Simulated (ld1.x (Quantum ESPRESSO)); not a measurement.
## Li (Z = 3): one change to a TM potential, before and after

```json
{
 "Element": "Li (Z = 3)",
 "Generator": "ld1.x (Quantum ESPRESSO) 7.5",
 "Type": "norm-conserving Troullier–Martins (Kleinman–Bylander form)",
 "Functional": "LDA (PZ)",
 "Relativity": "scalar-relativistic",
 "Frozen core": "none",
 "Valence charge": "3",
 "Reference configuration": "1s2 2s0.5 2p0 (charge +0.5)",
 "Partial waves": "2p (bound, empty): rc 4.20 bohr; 3d channel at -0.15 Ry: rc 3.60 bohr; 1s (bound): rc 0.40 bohr",
 "Local potential": "the s channel",
 "Core correction": "none"
}
```

Occupied shells without a wave of their own: 2s. They enter only through the test configuration that unscreens the potential.

Change: all radii scaled by about 0.83 (s 0.34, p 3.48, d 2.98 bohr).

Cutoffs: the cutoffs (Ry, on a coarse ladder) from which the occupation-weighted sum of valence levels, in a spherical-Bessel basis at the reference potential, stays within 10 and 1 mRy of its value at 400 Ry; they do not see the model core or the augmentation charge, which bear on the density cutoff. Errors are all-electron minus pseudo energies relative to the spin-unpolarised reference configuration.

Question: What does the change do?

Answer: Both files keep a bound ghost (p); of the 6 tests that both files solve, the error grows in 0 and shrinks in 2 by more than 15 % and 0.3 meV (median size 0.6 → 0.3 meV).

```csv
quantity,base,changed
"cutoff, loose",over 300 Ry,over 300 Ry
"cutoff, tight",over 300 Ry,over 300 Ry
bound ghosts,p,p
"error for 1s2 2s1 2p0, meV [ΔE -2.04 eV]",-0.4,-0.2
"error for 1s2 2s0 2p0, meV [ΔE 3.19 eV]",+0.7,+0.4
"error for 1s2 2s0 2p1, meV [ΔE -0.29 eV]",+1.0,+0.4
"error for 1s1 2s1 2p0, meV [ΔE 65.33 eV]",+5.2,-0.3
"error for 1s2 2s0.5 2p0 (spin-polarised), meV [ΔE -0.09 eV]",0.0,0.0
"error for 1s2 2s1 2p0 (spin-polarised), meV [ΔE -2.28 eV]",-0.4,-0.2
```

 A true bound ghost makes a file unfit for plane-wave use even where its test errors are small: the radial tests pick states by their node count and pass the ghost by.
